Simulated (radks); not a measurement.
Problem. Valence configurations of Pm I (all share [Xe]). Calculated with a radial shooting solver on a logarithmic mesh with Libxc functionals: Dirac Kohn-Sham, PBE, spin-unpolarised, spherical densities, finite nucleus; open shells fill j = l - 1/2 first; Fermi nuclear charge, rms radius 4.962 fm. Order these by energy: 4f4 5d1 6s2; 4f7; 4f5 6s2; 4f4 5d2 6s1; 4f3.5 5d1 6s2 6p0.5; 4f4 6s2 6p1; 4f5 5d1 6s1; 4f2.5 5d2 6s2 6p0.5.

Solution. From the lowest, in eV above it: 4f5 6s2 0.000; 4f5 5d1 6s1 1.775; 4f4 5d1 6s2 2.391; 4f4 5d2 6s1 3.587; 4f4 6s2 6p1 4.435; 4f3.5 5d1 6s2 6p0.5 6.449; 4f7 7.083; 4f2.5 5d2 6s2 6p0.5 16.855. NIST lists [Xe] 4f5 6s2 as the ground configuration; this level of theory agrees among the configurations tried. The energies are those of spherical spin-averaged densities, not of single terms. No valid solution was reached for [Xe] 4f6 6s1; [Xe] 4f5.5 6s1.5.
